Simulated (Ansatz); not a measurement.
The same path of CH6AlBrGe (10 atoms, charge 0, multiplicity 1) was run twice with different band settings. Made: Al3–Br4. The coordinate that changes most is the dihedral H8–Ge2–Al3–H9.

All numbers below come from RKS PBE0-D4/def2-SVP in Ansatz 0.2.0.

Relaxed end points:

```xyz
10
Properties=species:S:1:pos:R:3
C -1.004 1.357 -0.075
Ge -0.254 -0.391 -0.537
Al 1.843 -1.071 0.615
Br -1.878 -1.965 0.098
H -1.169 1.430 1.008
H -0.315 2.155 -0.390
H -1.966 1.490 -0.590
H -0.195 -0.502 -2.080
H 1.857 -2.346 1.560
H 3.165 -0.209 0.394
```

```xyz
10
Properties=species:S:1:pos:R:3
C -0.972 1.510 -0.284
Ge 0.031 -0.103 -0.744
Al 1.588 -1.333 0.715
Br -0.894 -1.826 0.902
H -0.757 1.813 0.749
H -0.658 2.321 -0.962
H -2.052 1.351 -0.407
H -0.568 -0.654 -2.064
H 2.323 -2.585 0.083
H 2.043 -0.547 2.015
```

Common settings: movable images 5; climbing image yes; spring 5.0 eV/Å²; start path through a guess of the saddle point; force threshold 0.05 eV/Å; iteration limit 60; end points relaxed.

| run | optimiser | largest step |
| --- | --- | --- |
| 1 | quadratic models (default) | default |
| 2 | fire | 0.5 Å |

**Question.** What does each run give, and how far can it be trusted?

**Answer.** Run 1: converged after 8 iterations, highest image 0.000 eV above the first end. The highest image is an end point: on this band no image between the ends rises above it.
Run 2: converged after 47 iterations, highest image 0.000 eV above the first end. The highest image is an end point: on this band no image between the ends rises above it.
